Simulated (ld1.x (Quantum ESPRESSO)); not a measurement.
**Varying the TM potential for Cr**

Base potential:

ld1.x (Quantum ESPRESSO) 7.5 input, shortened:

```
&input
   title='Cr', zed=24., rel=1, dft='PZ', iswitch=3,
   config='[Ar] 3d4 4s2 4p0'
 /
 &inputp
   pseudotype=2, tm=.true., lloc=-1, rcloc=1.95,
   nlcc=.true., new_core_ps=.true., rcore=1.25
 /
3
4S  1  0   2.00   0.00  2.85  2.85  0.0
4P  2  1   0.00   0.00  2.30  2.30  0.0
3D  3  2   4.00   0.00  1.30  1.30  0.0
 &test
   configts(1)='3d4 4s2 4p0'
 /
```

Cutoffs, loose and tight: the cutoffs (Ry, on a coarse ladder) from which the occupation-weighted sum of valence levels, in a spherical-Bessel basis at the reference potential, stays within 10 and 1 mRy of its value at 400 Ry. They do not see the model core or the augmentation charge, which bear on the density cutoff. Test errors are all-electron minus pseudo excitation energies from the reference, over the configurations 3d5 4s1 4p0; 3d5 4s0 4p0; 3d4 4s0 4p0; 3d4 4s1 4p0; 3d5.5 4s0.5 4p0; 3d5 4s0.5 4p0; 3d4 4s1 4p1 (two spin-polarised tests are not counted in the largest error). A dash means not determined; rows that change the core or the reference have their own tests. The largest error is taken over the tests solved by every variant that gives reliable tests at all: 3d4 4s0 4p0; 3d4 4s1 4p0; 3d4 4s1 4p1; 3d5 4s0 4p0.

A true bound ghost makes a file unfit for plane-wave use even where its test errors are small: the radial tests pick states by their node count and pass the ghost by. Where a test does run into it, the solver fails or the error is huge.

| change | outcome | cutoff, loose | cutoff, tight | bound ghosts | largest test error (meV) |
| --- | --- | --- | --- | --- | --- |
| base | generated | 120 Ry | 140 Ry | none | -246 |
| local potential all-electron potential smoothed inside 2.28 bohr (lloc = -1) | generated | 120 Ry | 140 Ry | none | -265 |
| core correction Bessel-smoothed model core inside 0.90 bohr | generated | 120 Ry | 140 Ry | none | -246 |
| reference 3d5 4s1 4p0 | generated | 120 Ry | 140 Ry | none | -907 |
| local potential the d channel | generated | 120 Ry | 140 Ry | s, p | -228 |
| wave 4s (bound): rc 2.85 bohr becomes 4s (bound): rc 1.96 bohr | generated | 120 Ry | 140 Ry | none | -237 |
| wave 4p (bound): rc 2.30 bohr becomes 4p (bound): rc 3.48 bohr | generated | 120 Ry | 140 Ry | none | -246 |
| functional PBE | generated | 120 Ry | 140 Ry | none | -252 |

What comes out with this change to the base: reference 3d3 4s0 4p0?

outcome: generated; cutoff, loose: 120 Ry; cutoff, tight: 140 Ry; bound ghosts: s; largest test error (meV): -1212 over the solved tests; 4 of 9 tests not solved or not reliable.

What comes out with this change to the base: all radii but the core radius scaled by about 0.83 (s 2.38, p 1.92, d 1.08 bohr); local potential all-electron potential smoothed inside 1.64 bohr (lloc = -1)?

outcome: generated; cutoff, loose: 160 Ry; cutoff, tight: 180 Ry; bound ghosts: s; largest test error (meV): -270.

What comes out with this change to the base: wave 3d (bound): rc 1.30 bohr becomes 3d (bound): rc 1.16 bohr?

outcome: generated; cutoff, loose: 140 Ry; cutoff, tight: 160 Ry; bound ghosts: none; largest test error (meV): -253.
